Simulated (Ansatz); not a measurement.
Steps of a relaxation of C2H8BNO, SMILES `COB(C)N` with RKS PBE-D4/def2-SVP.

```sh
$ ansatz run in.yaml --threads 4 --pin off --events-out ev --progress --plain --max-ram 10444MiB
```

```yaml
crystal:
  periodic: [false, false, false]
  atoms:
    - {symbol: C, position_ang: [-1.598500, 0.354100, 0.840400]}
    - {symbol: O, position_ang: [-0.323500, 0.865800, 0.848300]}
    - {symbol: B, position_ang: [0.415000, 0.160300, -0.204400]}
    - {symbol: C, position_ang: [1.288500, -1.176300, 0.163400]}
    - {symbol: N, position_ang: [0.541000, 0.722600, -1.617800]}
    - {symbol: H, position_ang: [-2.143700, 0.627800, -0.147700]}
    - {symbol: H, position_ang: [-1.675500, -0.685600, 1.074100]}
    - {symbol: H, position_ang: [-2.181700, 0.954100, 1.604700]}
    - {symbol: H, position_ang: [2.305000, -1.036900, 0.029000]}
    - {symbol: H, position_ang: [0.834800, -2.008800, -0.447900]}
    - {symbol: H, position_ang: [1.038600, -1.443400, 1.254900]}
    - {symbol: H, position_ang: [1.561100, 0.975400, -1.753300]}
    - {symbol: H, position_ang: [-0.040700, 1.656100, -1.628900]}
basis:
  gaussian: {orbitals: def2-SVP}
hamiltonian: {xc: pbe, dispersion: d4}
relax: {f_tol: 0.03, max_steps: 200}
```

Positions (Å) and forces (eV/Å) along the path, 11 of 21 steps:

```xyz
13
step=1 energy=-6405.9936 eV
C    -1.599    0.354    0.840   -2.513    2.897   -0.323
O    -0.324    0.866    0.848    2.220   -1.094   -2.216
B     0.415    0.160   -0.204    1.466    1.015   -0.334
C     1.288   -1.176    0.163   -4.941    0.044    1.362
N     0.541    0.723   -1.618   -0.834    1.751    2.630
H    -2.144    0.628   -0.148    0.346   -0.742    0.808
H    -1.675   -0.686    1.074   -0.162   -1.626    0.200
H    -2.182    0.954    1.605    0.065   -0.645   -0.217
H     2.305   -1.037    0.029    2.794    0.087   -0.516
H     0.835   -2.009   -0.448    0.704    0.279    0.099
H     1.039   -1.443    1.255    0.586    0.255   -1.053
H     1.561    0.975   -1.753   -1.164   -0.445   -0.247
H    -0.041    1.656   -1.629    1.434   -1.776   -0.193
13
step=2 energy=-6406.7423 eV
C    -1.625    0.375    0.826   -1.033    0.954   -0.036
O    -0.319    0.879    0.816    0.958   -0.607   -1.100
B     0.519    0.234   -0.157   -0.919    0.123   -0.490
C     1.256   -1.156    0.189   -1.207    0.520    0.509
N     0.490    0.756   -1.546    1.606    1.250    1.455
H    -2.173    0.575   -0.149    0.277   -0.237    0.375
H    -1.686   -0.702    1.046    0.027   -0.488    0.050
H    -2.217    0.917    1.608    0.185   -0.219   -0.124
H     2.329   -1.073    0.032    0.746   -0.209   -0.150
H     0.834   -1.972   -0.447    0.265    0.193   -0.019
H     1.059   -1.444    1.255    0.218    0.143   -0.371
H     1.498    0.854   -1.892   -1.610   -0.385   -0.008
H     0.055    1.722   -1.566    0.488   -1.038   -0.090
13
step=3 energy=-6406.9920 eV
C    -1.682    0.379    0.842    0.012   -0.206    0.125
O    -0.355    0.863    0.760   -0.228   -0.246   -0.327
B     0.481    0.223   -0.177   -0.381    0.419   -0.377
C     1.241   -1.127    0.189    0.218    0.218   -0.191
N     0.519    0.815   -1.502    2.543    0.246    0.109
H    -2.247    0.520   -0.111    0.045    0.066    0.024
H    -1.724   -0.717    1.076    0.038    0.110    0.024
H    -2.236    0.910    1.646    0.110    0.037   -0.018
H     2.343   -1.056    0.014   -0.239   -0.027    0.001
H     0.874   -1.956   -0.451    0.024   -0.065   -0.025
H     1.089   -1.413    1.244   -0.032   -0.020    0.098
H     1.490    0.709   -1.986   -2.191    0.112    0.642
H     0.226    1.815   -1.528    0.082   -0.644   -0.085
13
step=4 energy=-6407.2452 eV
C    -1.714    0.344    0.864    0.007    0.052    0.037
O    -0.418    0.867    0.718   -0.011    0.171   -0.260
B     0.463    0.259   -0.178    0.385   -0.719    0.565
C     1.217   -1.108    0.187   -0.118    0.049   -0.059
N     0.690    0.874   -1.418    0.056    0.762   -0.241
H    -2.289    0.458   -0.088   -0.135   -0.038    0.110
H    -1.725   -0.742    1.135    0.025    0.088    0.037
H    -2.233    0.919    1.663   -0.048   -0.136   -0.071
H     2.307   -1.028   -0.015   -0.018   -0.001    0.003
H     0.850   -1.932   -0.463    0.010   -0.063    0.057
H     1.099   -1.426    1.247   -0.065    0.092   -0.150
H     1.448    0.664   -2.063    0.086   -0.284    0.010
H     0.325    1.815   -1.575   -0.176    0.028   -0.038
13
step=7 energy=-6407.4947 eV
C    -1.724    0.239    0.935    0.236   -0.084   -0.069
O    -0.659    0.949    0.327   -0.148   -0.301   -0.238
B     0.421    0.332   -0.317   -0.360    0.160    0.224
C     1.040   -1.072    0.118    0.090   -0.059    0.078
N     1.006    1.063   -1.382   -0.027   -0.062   -0.009
H    -2.547    0.028    0.205    0.183    0.047    0.049
H    -1.412   -0.741    1.375    0.035    0.123   -0.069
H    -2.165    0.849    1.751    0.076    0.061   -0.001
H     2.129   -1.071   -0.118   -0.128   -0.120    0.053
H     0.595   -1.947   -0.410    0.000    0.146    0.005
H     0.937   -1.279    1.209    0.005    0.085   -0.165
H     1.790    0.690   -1.916    0.025    0.096    0.031
H     0.611    1.927   -1.760    0.013   -0.091    0.111
13
step=8 energy=-6407.5453 eV
C    -1.707    0.195    0.944    0.083   -0.019   -0.201
O    -0.760    0.928    0.175   -0.268   -0.379    0.156
B     0.385    0.354   -0.360    0.030   -0.014   -0.097
C     0.982   -1.053    0.099    0.097   -0.125    0.074
N     1.050    1.091   -1.376    0.039   -0.009   -0.027
H    -2.561   -0.147    0.291    0.326    0.123    0.274
H    -1.278   -0.711    1.454   -0.073    0.332   -0.231
H    -2.123    0.865    1.731    0.017   -0.076   -0.098
H     2.061   -1.137   -0.175   -0.226   -0.029    0.067
H     0.459   -1.917   -0.380    0.056    0.197    0.091
H     0.907   -1.210    1.202    0.029    0.019   -0.199
H     1.902    0.741   -1.816   -0.099    0.099    0.063
H     0.704    1.967   -1.774   -0.009   -0.117    0.127
13
step=9 energy=-6407.5764 eV
C    -1.677    0.179    0.931   -0.079   -0.035   -0.033
O    -0.788    0.887    0.101    0.233    0.006   -0.106
B     0.400    0.350   -0.398   -0.394   -0.156    0.335
C     0.948   -1.069    0.087    0.063   -0.098   -0.091
N     1.074    1.131   -1.362    0.163    0.058   -0.133
H    -2.470   -0.318    0.316    0.082    0.013    0.147
H    -1.171   -0.605    1.543   -0.097    0.085   -0.051
H    -2.190    0.886    1.627    0.136   -0.087   -0.143
H     1.981   -1.293   -0.264   -0.153    0.052    0.012
H     0.290   -1.897   -0.275    0.105    0.150    0.036
H     0.954   -1.155    1.197    0.017    0.041   -0.074
H     1.954    0.843   -1.788   -0.072    0.042    0.050
H     0.716    2.027   -1.698   -0.003   -0.070    0.053
13
step=10 energy=-6407.5868 eV
C    -1.703    0.195    0.924    0.056   -0.001    0.041
O    -0.808    0.853    0.062    0.003   -0.003    0.026
B     0.390    0.322   -0.390   -0.010   -0.064   -0.015
C     0.961   -1.099    0.051   -0.054    0.117    0.014
N     1.090    1.137   -1.312   -0.026   -0.039    0.034
H    -2.438   -0.419    0.358   -0.050   -0.001   -0.035
H    -1.205   -0.479    1.656    0.077    0.002   -0.006
H    -2.266    0.959    1.501   -0.025   -0.035   -0.025
H     1.931   -1.333   -0.429    0.021   -0.013   -0.024
H     0.253   -1.912   -0.213   -0.036   -0.043   -0.011
H     1.115   -1.168    1.148   -0.022    0.019    0.056
H     1.990    0.883   -1.710    0.030    0.009   -0.044
H     0.711    2.027   -1.631    0.037    0.050   -0.010
13
step=16 energy=-6407.5977 eV
C    -1.655    0.183    0.943   -0.053   -0.018    0.023
O    -0.794    0.892    0.084   -0.011    0.005    0.001
B     0.382    0.341   -0.404    0.020    0.019   -0.007
C     0.897   -1.099    0.024    0.016   -0.015   -0.007
N     1.105    1.152   -1.312    0.006    0.013   -0.010
H    -2.231   -0.604    0.399    0.027    0.028    0.035
H    -1.117   -0.313    1.784   -0.027    0.022   -0.023
H    -2.388    0.895    1.380    0.046   -0.039   -0.030
H     1.864   -1.374   -0.442   -0.013    0.003    0.000
H     0.160   -1.886   -0.245   -0.005   -0.001   -0.001
H     1.029   -1.169    1.126    0.002    0.001    0.002
H     1.989    0.871   -1.730   -0.011    0.001    0.007
H     0.779    2.077   -1.592    0.003   -0.019    0.010
13
step=17 energy=-6407.5990 eV
C    -1.653    0.183    0.945    0.006   -0.005    0.001
O    -0.795    0.890    0.083    0.012    0.008   -0.014
B     0.383    0.341   -0.404   -0.008    0.002    0.004
C     0.892   -1.104    0.016    0.000    0.003    0.001
N     1.110    1.156   -1.305    0.001   -0.001    0.000
H    -2.194   -0.637    0.420    0.001   -0.005    0.004
H    -1.118   -0.268    1.812   -0.005    0.002    0.007
H    -2.412    0.888    1.343   -0.004   -0.001   -0.001
H     1.849   -1.388   -0.464   -0.001   -0.002   -0.003
H     0.143   -1.884   -0.242   -0.002    0.000   -0.002
H     1.038   -1.173    1.116    0.000    0.001   -0.002
H     1.992    0.876   -1.726    0.001   -0.003    0.002
H     0.785    2.084   -1.578   -0.001    0.002    0.002
13
step=21 energy=-6407.6005 eV
C    -1.642    0.186    0.956    0.000    0.002   -0.001
O    -0.795    0.894    0.082    0.002   -0.009    0.003
B     0.380    0.342   -0.408    0.006    0.001   -0.002
C     0.874   -1.113   -0.005   -0.004    0.000    0.000
N     1.119    1.164   -1.293    0.000    0.003   -0.001
H    -2.094   -0.712    0.476    0.003    0.001    0.000
H    -1.119   -0.154    1.879   -0.001    0.003    0.000
H    -2.470    0.858    1.263   -0.004   -0.002    0.002
H     1.823   -1.406   -0.496    0.000    0.001    0.000
H     0.113   -1.881   -0.262    0.000    0.002   -0.001
H     1.028   -1.193    1.093   -0.001    0.001   -0.001
H     1.998    0.880   -1.717    0.001   -0.003    0.000
H     0.806    2.099   -1.552   -0.002    0.000    0.001
```

Run time 18 s (4 threads of an Intel Xeon Platinum 8488C on a shared host); peak host memory 0.17 GiB.
